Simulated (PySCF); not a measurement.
PySCF input file for CH₅ClFNSi, SMILES N[Si@@H](Cl)CF, SMD-B3LYP/6-31G*. Geometry: B3LYP-D3(BJ)/def2-SVP. The structure was generated by enumeration; whether it is a known compound was not checked. Other conformers were not sampled.

```python
import numpy as np
from pyscf import gto, scf, dft
from pyscf.solvent import smd

mol = gto.M(
    atom='''
    N    -1.41281310   -1.25349857    0.20887077
    Si   -0.36767631   -0.02096368   -0.35519013
    Cl   -0.49497884    1.80197392    0.68799770
    C     1.43631571   -0.53512016   -0.10221707
    F     1.71793863   -1.68970950   -0.82023677
    H    -2.38306137   -1.28782977   -0.08765482
    H    -1.28939095   -1.67635959    1.12379370
    H    -0.70848205    0.25399326   -1.76990764
    H     1.63880317   -0.71163921    0.97104170
    H     2.11458963    0.27436648   -0.42723434
    ''',
    basis='6-31G*',
    charge=0,
    spin=0,
    max_memory=1600,
    verbose=3,
)
mf = dft.RKS(mol, xc='b3lyp').density_fit(auxbasis='def2-universal-jkfit')
mf.grids.level = 3
mf.conv_tol = 1e-9
mf.max_cycle = 100
mf.kernel()
res = {}
for name in ['water', 'acetonitrile', 'ethanol']:
    s = mf.SMD()
    s.with_solvent.solvent, s.with_solvent.sasa_ng = name, 302
    s.kernel(mf.make_rdm1())
    res[name] = (s.e_tot, s.with_solvent.get_cds(), s.dip_moment(), s.mo_energy, s.converged)
    print(f'SMD {name}: dG(solv) = {(s.e_tot - mf.e_tot) * 627.509474:.3f} kcal/mol, of which CDS {res[name][1] * 627.509474:.3f}')
```

It prints:

```
converged SCF energy = -945.454876129624
converged SCF energy = -945.460675843713
Dipole moment(X, Y, Z, Debye): -1.22171, -1.29607,  1.04207
SMD water: dG(solv) = -3.639 kcal/mol, of which CDS 4.034
converged SCF energy = -945.465858935853
Dipole moment(X, Y, Z, Debye): -1.21915, -1.29291,  1.03242
SMD acetonitrile: dG(solv) = -6.892 kcal/mol, of which CDS 0.588
converged SCF energy = -945.466337994764
Dipole moment(X, Y, Z, Debye): -1.21708, -1.29032,  1.02496
SMD ethanol: dG(solv) = -7.192 kcal/mol, of which CDS 0.136
```

The calculation finished and met its thresholds.

Cost: about 50 core-seconds (a rough figure).
